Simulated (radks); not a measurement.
The numbers below are computed, except where a source is named.
Neutral argon inside a hard spherical wall (all orbitals vanish at R), configuration held at [Ar] and not refilled when levels cross. Code: a radial shooting solver on a logarithmic mesh with Libxc functionals. Model: scalar-relativistic Kohn-Sham, PBE, spin-polarised, spherical densities, finite nucleus; Fermi nuclear charge, rms radius 3.4274 fm. Eigenvalues in eV for spin up, with the zero of energy where the potential of the charges vanishes at infinity; a dash marks a level that is unbound or too diffuse for the functional's potential to be trusted. A positive occupied level is held by the wall or, in an anion where self-interaction has pushed it up, behind a barrier. The pressure on the wall is -dE/dV.

| R (bohr) | E (hartree) | kinetic (hartree) | e(2s) | e(2p) | e(3s) | e(3p) | e(4s, empty) | e(4p, empty) | pressure (GPa) |
|---|---|---|---|---|---|---|---|---|---|
| free | -529.22919 | 531.987 | -296.99 | -229.89 | -24.287 | -10.270 | - | - | 0 |
| 15 | -529.22919 | 531.987 | -296.99 | -229.89 | -24.287 | -10.270 | - | - | < 0.0001 |
| 12 | -529.22919 | 531.987 | -296.99 | -229.89 | -24.287 | -10.270 | -0.135 | 1.194 | < 0.0001 |
| 8 | -529.22909 | 531.988 | -296.98 | -229.88 | -24.279 | -10.262 | 0.792 | 3.064 | 0.00624 |
| 7 | -529.22863 | 531.993 | -296.94 | -229.84 | -24.251 | -10.235 | 1.620 | 4.431 | 0.0467 |
| 6 | -529.22598 | 532.017 | -296.79 | -229.69 | -24.136 | -10.120 | 3.294 | 6.949 | 0.364 |
| 3.5 | -528.94446 | 533.589 | -290.75 | -223.57 | -19.983 | -5.556 | 26.885 | 35.613 | 104 |
| 1.5 | -507.76765 | 595.303 | -197.67 | -127.23 | 89.123 | 110.24 | 399.25 | 397.58 | 58800 |
